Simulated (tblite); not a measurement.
Compound: C6H4F3N3.
Bonds: C1–C2 (triple), C2–C3, C3–N4, N4–N5 (aromatic), N5–C6 (aromatic), C6–C7 (aromatic), C7–C8, C8–F9, C8–F10, C8–F11, C7–N12 (aromatic), N4–N12 (aromatic). Hydrogens: H13 on C1; H14, H15 on C3; H16 on C6.

Structure optimised with GFN2-xTB, isolated species.

Problem. Give the optimised bond lengths and angles.

Solution. 
```
                 bond  length (Å)     order
                C1≡C2       1.196    triple
                C2–C3       1.453    single
                C3–N4       1.439    single
                N4–N5       1.307  aromatic
                N5–C6       1.322  aromatic
                C6–C7       1.401  aromatic
                C7–C8       1.487    single
C8–F9, C8–F10, C8–F11       1.342    single
               C7–N12       1.331  aromatic
               N4–N12       1.301  aromatic
               C1–H13       1.049    single
       C3–H14, C3–H15       1.094    single
               C6–H16       1.069    single
```

Bonds in one row agree within 0.01 Å and their mean is given. Orders are formal, as drawn. A selection of angles:
```
     angle  degrees
 C2–C1–H13    178.8
  C1–C2–C3    178.1
  C2–C3–N4    110.4
 C2–C3–H14    109.9
 N4–C3–H14    108.0
H14–C3–H15    110.7
  C3–N4–N5    122.5
 C3–N4–N12    122.1
 N5–N4–N12    115.3
  N4–N5–C6    105.1
  N5–C6–C7    107.3
 N5–C6–H16    122.7
 C7–C6–H16    130.0
  C6–C7–C8    129.5
 C6–C7–N12    107.9
 C8–C7–N12    122.6
  C7–C8–F9    112.7
 C7–C8–F10    111.3
 F9–C8–F10    106.6
 N4–N12–C7    104.4
```

Torsions: C2–C3–N4–N5 -88° (synclinal); C6–C7–C8–F9 118° (anticlinal). The mirror-image conformer, all signs reversed, is as good.

The C–N distances run from 1.322 Å (N5–C6, aromatic) to 1.439 Å (C3–N4, drawn single), a spread of 0.117 Å. N4 (pyrrole-type nitrogen) is planar (angles 122.5°, 122.1° and 115.3°, sum 360.0°, 0.01 Å off the plane of its three neighbours). All 3 C–F bonds measure 1.342 to 1.343 Å. The C–C distances run from 1.196 Å (C1≡C2, drawn triple) to 1.487 Å (C7–C8, drawn single), a spread of 0.291 Å. The 5-membered ring N4–N5–C6–C7–N12 has internal angles of 104.4° to 115.3° (sum 540°, against 540° for a flat polygon); it is planar, 0.00 Å rms from its mean plane, widest ring torsion 0°.

Point group: C1 (no symmetry element, even within 0.4 Å). Its lowest GFN2-xTB frequency is 15 cm⁻¹, too small to tell a flat minimum from a shallow saddle. The numbers are those of one conformer. 3 starts were optimised and ended at 0.00, 0.00 and 0.02 kcal/mol (GFN2-xTB); the lowest of these is shown.

The numbers are calculated, not measured.
